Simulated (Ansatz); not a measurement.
System: AgI, charge 0, multiplicity 1. 
Geometry from a B3LYP-D3(BJ)/def2-TZVP (Ansatz, a first-principles code) optimisation:
```
Ag
I 1 2.5929
```
Charge 0, spin multiplicity 1.

Property: atomisation energy (electronic, to ground-state atoms), in kJ/mol. Correlated levels leave the core frozen unless marked. UHF or UKS for open shells. No spin-orbit coupling. Frozen are the shells of the preceding noble gas and the d and f shells that filled before the atom's block. In def2 rows, elements after Kr have scalar-relativistic effective core potentials. The coupled-cluster limit lacks core correlation, which all-electron functionals hold. CBS(X,Y): correlation extrapolated as X^-3; Hartree-Fock from the larger set.

```csv
level,program,atomisation energy (kJ/mol)
revPBE/def2-TZVPD,Ansatz,234.0
r2SCAN/def2-TZVPD,Ansatz,(withheld)
BHLYP-D4/def2-TZVPD,Ansatz + dftd4,237.3
"CCSD(T)/CBS(def2-TZVPPD,def2-QZVPPD)",Ansatz,(withheld)
```

Question: Complete the blanks.

Answer: 
- r2SCAN/def2-TZVPD, atomisation energy (kJ/mol): 255.6
- CCSD(T)/CBS(def2-TZVPPD,def2-QZVPPD), atomisation energy (kJ/mol): 257.9
